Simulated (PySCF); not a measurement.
Dipole moment and polarisability of `CCn1ccc(F)n1`

Compound: C5H7FN2.
Numbering: `[CH3:1][CH2:2][n:3]1[cH:4][cH:5][c:6]([F:7])[n:8]1` (hydrogens: H9, H10, H11 on C1; H12, H13 on C2; H14 on C4; H15 on C5)

Structure used (GFN2-xTB), in Å, numbered top down from 1:
```xyz
15
C5H7FN2 angstrom
C     -2.0317    0.7040   -0.1246
C     -1.2353   -0.5809   -0.3402
N      0.1732   -0.3621   -0.1452
C      0.8749   -0.4604    0.9990
C      2.1741   -0.0989    0.7208
C      2.1329    0.2114   -0.6439
F      3.1529    0.6207   -1.3923
N      0.9311    0.0536   -1.1569
H     -1.7028    1.4640   -0.8283
H     -3.0902    0.5150   -0.2797
H     -1.8870    1.0780    0.8863
H     -1.3702   -0.9339   -1.3647
H     -1.5637   -1.3564    0.3566
H      0.4203   -0.7813    1.9144
H      3.0171   -0.0646    1.3768
```

Level: wB97X-D/def2-SVPD (PySCF), static field, nuclei fixed, core orbitals frozen in the response. The polarisability tensor in these axes (au):

```
x   88.54  3.30  1.06
y    3.30 55.07 -4.25
z    1.06 -4.25 69.90
```

Question: Diagonalise the tensor; give its mean and Δα, where Δα² is half the sum of the squared differences of the eigenvalues.

Answer: Principal values 53.59, 71.03 and 88.88 au; mean 71.17 au = 10.55 Å³ = 11.73 × 10⁻⁴⁰ C²·m²/J; Δα = 30.56 au (43 % of the mean).

Question: What is the dipole moment, and where does it point?

Answer: (-2.73, -1.05, 2.76) D, 4.02 D in size, pointing from the negative to the positive side. Measured along this direction, the outermost atoms are F7 at the negative end and H10 and H13 at the positive end.

Question: Directions of the eigenvectors, and the extent of the frame along each?

Answer: Largest value along (1.00, 0.09, 0.03), where the nuclei span 6.18 Å; middle along (-0.01, -0.26, 0.97), 3.58 Å; least along (-0.10, 0.96, 0.26), 2.56 Å. The response follows the extents in order.

Question: Orientational against electronic polarisability at 273 K (dilute gas, rigid molecules)?

Answer: In Gaussian units μ²/3kT = 142.98 Å³ against 10.55 Å³, a ratio of 13.56; the Debye molar polarisation (4π/3)N_A(α + μ²/3kT) is 387.3 cm³/mol, leaving out the vibrational part.

Question: Refractivity n − 1 of an ideal gas of it at 273.15 K and 1 atm, from the electronic α?

Answer: N = p/kT = 2.6868 × 10¹⁹ cm⁻³, so n − 1 = 2π × N × 10.55 × 10⁻²⁴ cm³ = 1780 × 10⁻⁶ at long wavelengths, for an ideal gas.

One conformer (not necessarily the lowest) at the GFN2-xTB geometry, without solvent, vibrations or thermal averaging.
